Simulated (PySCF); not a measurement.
Computed properties of SiF₂, SMILES F[Si]F

SiF2, SMILES F[Si]F (connectivity only; charge and spin as stated), neutral, multiplicity 1. Geometry optimised at TPSSh-D3(BJ)/def2-TZVP. The isomer is the one that the SMILES or the coordinates give; other isomers of the formula were not compared. Other conformers were not sampled. All values are computed for the isolated molecule unless a solvent is named; none is compared with measurement here.

**Structure.** The optimised structure has C2v symmetry. All 3 harmonic modes at TPSSh-D3(BJ)/def2-TZVP (PySCF) are real, so it is a minimum. With heavy atoms numbered as in [Si:1]([F:2])[F:3], the shortest bond between them is Si1–F2 at 1.609 Å and the longest Si1–F3 at 1.609 Å.

**Vibrations.** The strongest infrared lines (harmonic, unscaled, degenerate partners summed) lie at 856 cm⁻¹ (166 km/mol, F 56 %, Si 44 %), 841 cm⁻¹ (124 km/mol, F 62 %, Si 38 %), 333 cm⁻¹ (16 km/mol, F 80 %, Si 20 %). The softest mode is at 333 cm⁻¹ and the zero-point energy is 2.9 kcal/mol.

**Electronic structure.** HF/def2-TZVPD (PySCF) places the frontier levels at -11.10 and 0.80 eV, a gap of 11.90 eV, and gives a dipole moment of 1.25 D and a mean polarisability of 27.4 bohr³. PBE/def2-TZVPD (PySCF) at the same geometry gives -7.21 and -3.09 eV, so its gap is 7.78 eV narrower. An orbital gap is neither the optical nor the fundamental gap.

**Excitations.** TDA-M06-2X/def2-TZVPD (PySCF) has S1 at 5.86 eV (211 nm, f = 0.286, bright); the most intense of the 10 singlets computed lies at 7.77 eV (f = 0.39). T1 (TDA) is at 3.23 eV, 2.63 eV under S1. TDA-PBE/def2-TZVPD (PySCF) puts S1 at 5.64 eV. No vertical singlet excitation falls in the visible range (under 3.1 eV).

**NMR.** GIAO shifts at HF/pcSseg-2 (PySCF) (non-relativistic, atoms alike by connectivity averaged): ²⁹Si at -4.0 ppm against TMS; ¹⁹F at 32.8 ppm against CFCl3.

**Solvation.** SMD-PBE0/def2-SVP (PySCF) gives -0.6 kcal/mol in water, -2.1 kcal/mol in chloroform, -2.4 kcal/mol in 2-propanol (1 M in both phases, gas-phase geometry); of these solvents 2-propanol holds the molecule best.
